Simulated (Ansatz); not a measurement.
These are frozen-core CCSD(T)/cc-pVTZ // r2SCAN-D4/def2-TZVP in Ansatz (a first-principles code) values and carry that method's errors.

Ansatz 0.2 input:
```yaml
crystal:
  periodic: [false, false, false]
  atoms:
    - { symbol: O, position_ang: [-1.226445, -0.705407, 0.011884] }
    - { symbol: Ga, position_ang: [0.40021, -0.016929, -0.001658] }
    - { symbol: Cl, position_ang: [2.044949, -1.335856, -0.003924] }
    - { symbol: Cl, position_ang: [0.6931, 2.085034, -0.016037] }
    - { symbol: H, position_ang: [-1.911814, -0.02684, 0.009735] }
basis:
  gaussian: { orbitals: cc-pVTZ }
correlation:
  method: ccsd_t
```

Output:

```
Functional definition: HF
954 factors; integrals over basis functions are off by at most 1.2e-3 eV
mean field evaluation 1: about -79398.6369 eV, gradient 4.0e1 eV
mean field evaluation 2: about -79398.7399 eV, gradient 4.0e1 eV
mean field evaluation 4: about -79401.7058 eV, gradient 2.4e0 eV
mean field evaluation 8: about -79401.7337 eV, gradient 1.9e-1 eV
mean field evaluation 16: about -79398.6363 eV, gradient 4.0e1 eV
mean field -79401.73387363 eV, -2917.9598994277 hartree, gradient 2.9e-6 eV, S^2 0.000000; 0 other end points of the search recorded, 0 dependent functions left out
20 core orbitals not correlated
reference -79401.73387363 eV, -2917.9598994277 hartree; 17, 17 occupied and 118, 118 virtual orbitals, 954 factors
second order -20.86304876 eV of doubles, -0.00000000 eV of singles
cycle   1  -21.05458910 eV  change   -1.9e-1 eV  update   1.0e-1
cycle   2  -21.55478736 eV  change   -5.0e-1 eV  update   3.0e-2
cycle   3  -21.66036381 eV  change   -1.1e-1 eV  update   1.6e-2
cycle   4  -21.65087015 eV  change    9.5e-3 eV  update   4.2e-3
cycle   5  -21.64764018 eV  change    3.2e-3 eV  update   2.0e-3
cycle   6  -21.64837957 eV  change   -7.4e-4 eV  update   6.0e-4
cycle   7  -21.64811744 eV  change    2.6e-4 eV  update   2.2e-4
cycle   8  -21.64811529 eV  change    2.1e-6 eV  update   6.4e-5
cycle   9  -21.64815162 eV  change   -3.6e-5 eV  update   2.2e-5
perturbative correction -0.93722173 eV, -0.0344422631 hartree
Total energy: -79424.31924698 eV, -2918.7898965892 hartree
```

Cost: roughly 70 core-seconds.
